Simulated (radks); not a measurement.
All-electron atom: Ar+ in [Ne] 3s1 3p5 4f1 (not the ground configuration). All-electron calculation, scalar-relativistic Kohn-Sham, BLYP, spin-polarised, spherical densities, point nucleus; open shells are filled with parallel spins first. Program: a radial shooting solver on a logarithmic mesh with Libxc functionals.

Local quantities along the radius. ELF = 1/(1 + alpha^2) is the electron localisation function; alpha = (tau - tau_W)/tau_unif compares the Pauli kinetic energy density with that of the uniform gas (summed over spins); -r V(r) is the screened charge that the Kohn-Sham potential of spin up presents (atomic units); s = |grad rho|/(2 (3 pi^2)^(1/3) rho^(4/3)) is the reduced gradient; 4 pi r^2 rho is in e/bohr. tau is taken from the large components.

r (bohr),ELF,alpha,-r V(r),s,4 pi r^2 rho
0.005791,1.000,0.01330,17.73,0.4260,1.370
0.006688,1.000,0.01383,17.68,0.4264,1.764
0.007785,1.000,0.01454,17.62,0.4282,2.292
0.008991,1.000,0.01538,17.55,0.4312,2.920
0.01038,1.000,0.01643,17.47,0.4356,3.695
0.01199,1.000,0.01776,17.39,0.4415,4.640
0.01385,1.000,0.01943,17.28,0.4491,5.774
0.01612,1.000,0.02172,17.16,0.4592,7.193
0.01862,0.999,0.02456,17.02,0.4710,8.750
0.0215,0.999,0.02833,16.87,0.4853,10.50
0.02483,0.999,0.03341,16.69,0.5027,12.40
0.02891,0.998,0.04091,16.48,0.5249,14.50
0.03339,0.997,0.05110,16.26,0.5503,16.45
0.03856,0.996,0.06602,16.00,0.5806,18.24
0.04453,0.992,0.08859,15.72,0.6167,19.68
0.05143,0.985,0.1239,15.40,0.6588,20.62
0.05987,0.967,0.1853,15.03,0.7096,20.90
0.06915,0.926,0.2834,14.65,0.7612,20.44
0.07986,0.833,0.4484,14.22,0.8091,19.34
0.09223,0.660,0.7174,13.77,0.8380,17.82
0.1074,0.438,1.132,13.24,0.8191,16.16
0.124,0.293,1.553,12.70,0.7263,14.99
0.1432,0.247,1.748,12.13,0.5684,14.64
0.1654,0.292,1.558,11.54,0.4087,15.28
0.191,0.425,1.162,10.93,0.3150,16.82
0.2223,0.612,0.7970,10.27,0.3021,18.88
0.2568,0.748,0.5801,9.621,0.3468,20.48
0.2966,0.823,0.4631,8.955,0.4249,20.98
0.3425,0.853,0.4145,8.293,0.5282,19.91
0.3987,0.845,0.4281,7.613,0.6667,17.08
0.4605,0.776,0.5369,6.993,0.8293,13.36
0.5318,0.568,0.8713,6.401,1.004,9.536
0.6142,0.255,1.710,5.839,1.093,6.491
0.7093,0.115,2.780,5.292,0.8972,4.736
0.8257,0.150,2.379,4.795,0.4752,4.245
0.9536,0.390,1.251,4.451,0.3008,4.556
1.101,0.686,0.6764,4.069,0.3609,4.938
1.272,0.807,0.4887,3.674,0.5117,4.884
1.481,0.827,0.4569,3.285,0.7171,4.195
1.71,0.794,0.5090,2.961,0.9679,3.143
1.975,0.706,0.6448,2.682,1.314,2.031
2.281,0.533,0.9364,2.450,1.824,1.126
2.634,0.258,1.695,2.270,2.602,0.5324
3.066,0.036,5.212,2.142,3.793,0.2057
3.541,0.002,21.84,2.027,4.502,0.08043
4.09,0.001,35.97,1.661,2.181,0.04608
4.723,0.003,19.72,1.655,0.5837,0.05567
5.499,0.008,11.46,1.771,0.5121,0.09063
6.35,0.015,8.034,1.978,0.03721,0.1314
7.334,0.023,6.536,1.820,0.5688,0.1549
8.47,0.026,6.100,1.725,1.042,0.1487
9.782,0.023,6.549,1.628,1.623,0.1158
11.39,0.014,8.310,1.522,2.527,0.06958
13.15,0.007,12.31,1.429,3.947,0.03342
15.19,0.002,21.76,1.349,6.515,0.01231
17.54,0.000,46.77,1.282,11.63,0.003383
20.42,0.000,133.2,1.220,23.82,0.0006044

On this mesh the ELF has minima near r = 0.14, 0.71 bohr, which separate the shells, and maxima near 0.34 (0.85), 1.5 (0.83).

Self-consistent cycle (total energy in hartree, residual of the potential): 1: -527.248793, 1e+00; 2: -527.364412, 9e-01; 3: -527.422997, 2e-01; 4: -527.424394, 5e-03; 5: -527.424435, 4e-03; 6: -527.424453, 1e-03; 7: -527.424461, 7e-04; 8: -527.424463, 4e-04; 9: -527.424463, 2e-04; 10: -527.424463, 1e-04; 11: -527.424463, 8e-05; 12: -527.424463, 6e-05; 13: -527.424463, 3e-05; 14: -527.424463, 8e-06; 15: -527.424463, 7e-06; 16: -527.424463, 1e-06; 17: -527.424463, 4e-07; 18: -527.424463, 1e-07; 19: -527.424463, 3e-08; 20: -527.424463, 1e-08; 21: -527.424463, 5e-09; 22: -527.424463, 2e-09.
